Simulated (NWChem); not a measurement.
System: BH$_{3}$SO$_{2}$; SMILES OB(S)O

```xyz
7

B     -0.0156     0.4499     0.0000
O     -1.2247     1.0747     0.0000
H     -1.1935     2.0352     0.0000
O      1.1984     1.0710     0.0000
H      1.1654     2.0323     0.0000
S     -0.0603    -1.3731     0.0000
H      1.2814    -1.5119     0.0000
```
Atoms are numbered in this order, from 1.

Computed with NWChem. Medium grid unless said otherwise, to which SCAN and Minnesota functionals are sensitive. The geometry was optimised at PBE0/def2-SVP. Total energies of different functionals are on different scales.

```json
[
 {"level": "B3LYP/def2-SVP", "energy (Ha)": "-575.1893", "highest occupied level (eV)": "-6.77", "orbital gap (eV)": "7.10", "dipole (D)": "3.62"},
 {"level": "PBE/def2-SVP", "energy (Ha)": "-574.7964", "highest occupied level (eV)": "-5.77", "orbital gap (eV)": "5.57", "dipole (D)": "3.60"},
 {"level": "B3PW91/def2-SVP", "energy (Ha)": "-575.0688", "highest occupied level (eV)": "-6.89", "orbital gap (eV)": "7.54", "dipole (D)": "3.73"},
 {"level": "M05-2X/def2-SVP", "energy (Ha)": "-575.1393", "highest occupied level (eV)": "-8.31", "orbital gap (eV)": "10.12", "dipole (D)": "3.77"},
 {"level": "B97-2/def2-SVP", "energy (Ha)": "-575.1389", "highest occupied level (eV)": "-6.87", "orbital gap (eV)": "7.59", "dipole (D)": "3.71"},
 {"level": "MPW1K/def2-SVP", "energy (Ha)": "-575.1301", "highest occupied level (eV)": "-8.07", "orbital gap (eV)": "9.42", "dipole (D)": "3.82"},
 {"level": "CAM-B3LYP/def2-SVP", "energy (Ha)": "-575.1141", "highest occupied level (eV)": "-8.35", "orbital gap (eV)": "9.92", "dipole (D)": "3.73"},
 {"level": "PBE0/def2-SVP", "energy (Ha)": "-574.8378", "highest occupied level (eV)": "-7.10", "orbital gap (eV)": "7.83", "dipole (D)": "3.74"}
]
```
